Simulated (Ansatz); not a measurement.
The cluster ZrS₂, relaxed as a singlet with RKS B3LYP-D4/def2-TZVP in Ansatz, starting from the GFN1-xTB geometry. Force threshold 0.02 eV/Å.

In the def2 sets Zr takes a core potential; there is no spin–orbit coupling. The structure comes from a short search, and lower isomers may exist.

Start:

```xyz
3

Zr   -1.282    0.469    0.000
S     0.723   -0.009    1.123
S     0.559   -0.459   -1.123
```

```
step  energy (eV)  largest force component (eV/Å)  SCF passes
   1  -22952.5788                           1.675          69
   2  -22952.7618                           0.932          27
   3  -22952.7890                           0.550          24
   4  -22952.7983                           0.023          26
   5  -22952.7983                           0.008          30
```

Force components are those of the run's own axes.

End:

```xyz
3

Zr   -1.326    0.485    0.000
S     0.738   -0.037    1.024
S     0.588   -0.447   -1.024
```

By distances, no bond broke or formed. The bond that changes most is S2–S3, from 2.30 to 2.09 Å (atoms count from 1). The end is the same structure that another start reached, the lowest one found.

No frequencies were taken in this run, so the end may be a saddle point.

Hardware: 4 threads of Arm Neoverse V2 on a shared host. Wall time 5 s.
